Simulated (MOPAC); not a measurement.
MOPAC input (AM1):

```
AM1 1SCF GEO-OK AUX(PRECISION=9) THREADS=1
H4Cl2OSi2

Si    2.37624600 1   -0.55272600 1   -0.30569800 1
O     0.76088400 1   -0.86803200 1   -0.45494100 1
Si   -0.74365000 1   -0.36431200 1   -0.18296100 1
Cl   -1.04151200 1   -0.10300300 1    1.82907000 1
Cl   -1.06248900 1    1.42912200 1   -1.12499000 1
H     3.10100900 1   -1.70034600 1   -0.88557200 1
H     2.71757800 1   -0.39825800 1    1.12399700 1
H     2.70520800 1    0.68705500 1   -1.03987700 1
H    -1.69920200 1   -1.34967300 1   -0.68716100 1
```

Output:

```
 *******************************************************************************
 **                                                                           **
 **                              MOPAC v23.2.5                                **
 **                                                                           **
 *******************************************************************************
 ** MOPAC's Digital Object Identifier: https://doi.org/10.5281/zenodo.6511958 **
 **                                                                           **
 ** Please cite the open-source release paper for use of this MOPAC version:  **
 ** J. E. Moussa and J. J. P. Stewart (2026)                                  **
 ** MOPAC: An open-source semiempirical molecular orbital program             **
 ** J. Open Source Softw., 11(119), 8025, https://doi.org/10.21105/joss.08025 **
 *******************************************************************************

                              AM1 CALCULATION RESULTS

 *******************************************************************************
 *  AM1        - The AM1 Hamiltonian to be used
 *  GEO-OK     - OVERRIDE INTERATOMIC DISTANCE AND OTHER SAFETY CHECKS
 *  1SCF       - DO 1 SCF AND THEN STOP
 *  AUX        - OUTPUT AUXILIARY INFORMATION
 *******************************************************************************
AM1 1SCF GEO-OK AUX(PRECISION=9) THREADS=1
 H4Cl2OSi2

   ATOM   CHEMICAL          X               Y               Z
  NUMBER   SYMBOL      (ANGSTROMS)     (ANGSTROMS)     (ANGSTROMS)

     1      Si          2.37624600  *  -0.55272600  *  -0.30569800  *
     2       O          0.76088400  *  -0.86803200  *  -0.45494100  *
     3      Si         -0.74365000  *  -0.36431200  *  -0.18296100  *
     4      Cl         -1.04151200  *  -0.10300300  *   1.82907000  *
     5      Cl         -1.06248900  *   1.42912200  *  -1.12499000  *
     6       H          3.10100900  *  -1.70034600  *  -0.88557200  *
     7       H          2.71757800  *  -0.39825800  *   1.12399700  *
     8       H          2.70520800  *   0.68705500  *  -1.03987700  *
     9       H         -1.69920200  *  -1.34967300  *  -0.68716100  *

          CARTESIAN COORDINATES

    NO.       ATOM           X           Y           Z

     1        Si          2.3762     -0.5527     -0.3057
     2         O          0.7609     -0.8680     -0.4549
     3        Si         -0.7437     -0.3643     -0.1830
     4        Cl         -1.0415     -0.1030      1.8291
     5        Cl         -1.0625      1.4291     -1.1250
     6         H          3.1010     -1.7003     -0.8856
     7         H          2.7176     -0.3983      1.1240
     8         H          2.7052      0.6871     -1.0399
     9         H         -1.6992     -1.3497     -0.6872

  H: (AM1): M.J.S. DEWAR ET AL, J. AM. CHEM. SOC. 107 3902-3909 (1985)
  O: (AM1): M.J.S. DEWAR ET AL, J. AM. CHEM. SOC. 107 3902-3909 (1985)
 Si: (AM1): M.J.S.DEWAR, C. JIE, ORGANOMETALLICS, 6, 1486-1490 (1987).
 Cl: (AM1): M.J.S. DEWAR AND E. G. ZOEBISCH, THEOCHEM, 180, 1 (1988).

           Empirical Formula: H4 O Si2 Cl2  =     9 atoms

      MOLECULAR POINT GROUP   :   Cs

      RHF CALCULATION, NO. OF DOUBLY OCCUPIED LEVELS = 16

 -------------------------------------------------------------------------------
 AM1 1SCF GEO-OK AUX(PRECISION=9) THREADS=1
 H4Cl2OSi2

     1SCF WAS SPECIFIED, SO BFGS WAS NOT USED
     SCF FIELD WAS ACHIEVED

                              AM1 CALCULATION
                                                       MOPAC v23.2.5 Linux

          FINAL HEAT OF FORMATION =       -159.83475 KCAL/MOL =    -668.74860 KJ/MOL

          COSMO AREA              =        159.67 SQUARE ANGSTROMS
          COSMO VOLUME            =        160.64 CUBIC ANGSTROMS

          IONIZATION POTENTIAL    =         11.474158 EV
          HOMO LUMO ENERGIES (EV) =        -11.474 -0.604
          NO. OF FILLED LEVELS    =         16
          MOLECULAR WEIGHT        =        147.1080         POINT GROUP:  Cs

          MOLECULAR DIMENSIONS (Angstroms)

            Atom       Atom       Distance
            H     6   Cl     5     5.21398
            H     8    H     9     4.29889
           Cl     5   Cl     4     2.76228

          SCF CALCULATIONS        =          1

   ATOM   CHEMICAL          X               Y               Z
  NUMBER   SYMBOL      (ANGSTROMS)     (ANGSTROMS)     (ANGSTROMS)

     1      Si          2.37624600  *  -0.55272600  *  -0.30569800  *
     2       O          0.76088400  *  -0.86803200  *  -0.45494100  *
     3      Si         -0.74365000  *  -0.36431200  *  -0.18296100  *
     4      Cl         -1.04151200  *  -0.10300300  *   1.82907000  *
     5      Cl         -1.06248900  *   1.42912200  *  -1.12499000  *
     6       H          3.10100900  *  -1.70034600  *  -0.88557200  *
     7       H          2.71757800  *  -0.39825800  *   1.12399700  *
     8       H          2.70520800  *   0.68705500  *  -1.03987700  *
     9       H         -1.69920200  *  -1.34967300  *  -0.68716100  *

                             CARTESIAN COORDINATES

   1   Si        2.376246000    -0.552726000    -0.305698000
   2    O        0.760884000    -0.868032000    -0.454941000
   3   Si       -0.743650000    -0.364312000    -0.182961000
   4   Cl       -1.041512000    -0.103003000     1.829070000
   5   Cl       -1.062489000     1.429122000    -1.124990000
   6    H        3.101009000    -1.700346000    -0.885572000
   7    H        2.717578000    -0.398258000     1.123997000
   8    H        2.705208000     0.687055000    -1.039877000
   9    H       -1.699202000    -1.349673000    -0.687161000

           Empirical Formula: H4 O Si2 Cl2  =     9 atoms

      MOLECULAR POINT GROUP   :   Cs

                  EIGENVALUES
 -37.06744 -37.04339 -36.89455 -19.84566 -17.37441 -16.62780 -16.19297 -15.08931
 -13.96371 -13.81376 -12.79199 -12.58173 -12.32899 -11.94595 -11.65735 -11.47416
  -0.60438  -0.40972   0.14715   0.78687   1.24918   1.59198   1.59870   2.74625

              NET ATOMIC CHARGES AND DIPOLE CONTRIBUTIONS

  ATOM NO.   TYPE          CHARGE      No. of ELECS.   s-Pop       p-Pop
    1         Si           1.133479        2.8665     0.81624     2.05028
    2          O          -0.861556        6.8616     1.79424     5.06731
    3         Si           1.345479        2.6545     0.78562     1.86890
    4         Cl          -0.364194        7.3642     1.97967     5.38453
    5         Cl          -0.364306        7.3643     1.97967     5.38464
    6          H          -0.205263        1.2053     1.20526
    7          H          -0.228400        1.2284     1.22840
    8          H          -0.228206        1.2282     1.22821
    9          H          -0.227032        1.2270     1.22703
 DIPOLE           X         Y         Z       TOTAL
 POINT-CHG.     1.513    -1.260    -0.666     2.078
 HYBRID        -0.095    -0.112    -0.057     0.157
 SUM            1.418    -1.372    -0.723     2.101

          ATOMIC ORBITAL ELECTRON POPULATIONS

     Atom    s        px        py        pz
    1 Si   0.81624   0.52171   0.76248   0.76608
    2  O   1.79424   1.38691   1.82899   1.85141
    3 Si   0.78562   0.59751   0.65003   0.62135
    4 Cl   1.97967   1.94701   1.94755   1.48997
    5 Cl   1.97967   1.94573   1.59068   1.84823
    6  H   1.20526
    7  H   1.22840
    8  H   1.22821
    9  H   1.22703

 **********************
 *                    *
 * JOB ENDED NORMALLY *
 *                    *
 **********************

 == MOPAC DONE ==
```

The geometry given is a B3LYP-D3(BJ)/def2-TZVP minimum.
